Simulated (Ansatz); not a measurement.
Start from `C[Si](Cl)(Cl)Cl` and change one atom or group to get `C#C[Si](Cl)(Cl)Cl`.

Ansatz, PBE0-D4/def2-TZVP geometries, multiplicity 1. 

```
                                                                                  property  `C[Si](Cl)(Cl)Cl`
                                                         LUMO energy (PBE/def2-TZVPP) / eV              -0.76
                                            zero-point energy (PBE0-D4/def2-TZVP) / kJ/mol              111.7
ideal-gas entropy at 298 K and 1 bar (rigid rotor, harmonic PBE0-D4/def2-TZVP) / J/(mol·K)                350
                                                        HOMO energy (PBE0/def2-TZVPP) / eV              -9.16
                                            size of the dipole moment (PBE/def2-TZVPP) / D               1.90
                                                      HOMO–LUMO gap (PBE0/def2-TZVPP) / eV               9.43
```

Give the same properties after the change, and the shifts. (An estimate is asked.)

The calculation gave: 
| property | `C#C[Si](Cl)(Cl)Cl` | shift |
| --- | --- | --- |
| LUMO energy (PBE/def2-TZVPP) / eV | -1.85 | -1.09 |
| zero-point energy (PBE0-D4/def2-TZVP) / kJ/mol | 65.8 | -45.9 |
| ideal-gas entropy at 298 K and 1 bar (rigid rotor, harmonic PBE0-D4/def2-TZVP) / J/(mol·K) | 363 | 13 |
| HOMO energy (PBE0/def2-TZVPP) / eV | -8.93 | 0.23 |
| size of the dipole moment (PBE/def2-TZVPP) / D | 1.73 | -0.17 |
| HOMO–LUMO gap (PBE0/def2-TZVPP) / eV | 8.00 | -1.43 |

With PBE0 the HOMO rises by 0.23 eV and the LUMO falls by 1.20 eV, so the gap narrows by about 1.43 eV. PBE moves the HOMO by 0.08 eV and ωB97M-V by 0.23 eV. The zero-point energy changes by -45.9 kJ/mol with -3 modes. Dipoles are sizes alone; their direction can turn.
